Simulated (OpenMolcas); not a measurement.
**Cs: CASPT2 settings compared**

| Property | Result |
| --- | --- |
| Program | OpenMolcas 26.06 |
| Basis | ANO-RCC-VQZP [9s8p5d3f2g] |
| Scalar Hamiltonian | DKH2, point nucleus |
| Active space | 1 electron in 8 orbitals (6s 6p 7s 7p) |
| State averaging | 2S+1 = 2 even, 1 root; 2S+1 = 2 odd, 3 roots |
| Spin-orbit coupling | state interaction with AMFI integrals over the reference wave functions, term energies averaged over their components |

Methods on the same reference wave functions:
A. CASSCF
B. SS-CASPT2, IPEA 0.4 Eh, no level shift (closed shells correlated: 4d 5s 5p)
C. XMS-CASPT2, IPEA 0 Eh, no level shift (closed shells correlated: 5s 5p)

Energies in cm⁻¹ above 6s ²S_1/2, the measured ground level; measured values from NIST Handbook of Basic Atomic Spectroscopic Data.

| Level | A | B | C | Measured |
| --- | --- | --- | --- | --- |
| 6s ²S_1/2 | 0.0 | 0.0 | 0.0 | 0.0 |
| 6p ²P°_1/2 | 9297 | 11132 | 11145 | 11178 |
| 6p ²P°_3/2 | 9595 | 11430 | 11443 | 11732 |

Deviations, from unrounded energies. A percentage is the sum of absolute deviations over the sum of measured energies, with the sign that they share, or ± where signs differ.

| Against measurement | Levels | A | B | C |
| --- | --- | --- | --- | --- |
| mean absolute deviation (cm-1) | 2 | 2000 | 170 | 160 |
| other configurations (%) | 2 | -17.5 | -1.5 | -1.4 |

C lies closest to measurement on these levels and A furthest from it. The largest miss of C in the table is 6p ²P°_3/2, by -290 cm-1. The ranking rests on the paired levels alone, and a cruder setting can come out closer through cancelling errors.

Between B and C the level of the table that moves most is 6p ²P°_1/2, by 13 cm-1 (lowest in B, highest in C).

The lowest spin-free term lies below A's lowest term by 0.342 hartree in B, 0.175 hartree in C.

With one active electron outside closed inactive shells, the extra shells (7p 7s) add no correlation to the reference. ANO sets are built for ground and valence states and can reach diffuse excited orbitals poorly. With one active electron the reference holds no correlation, so core polarisation is missing (holds for A). With one active electron, CASPT2 adds the correlation within the correlated inactive shells and between them and that electron, and leaves the splitting within a term as the reference gives it (holds for B; C). Computed and measured levels are paired by configuration, term and J; levels that our copy of the source lacks, or whose pairing is in doubt (as where it misses far off the trend of its configuration), stay unpaired and out of the deviations. Only configurations of the active space appear.

° marks odd parity.
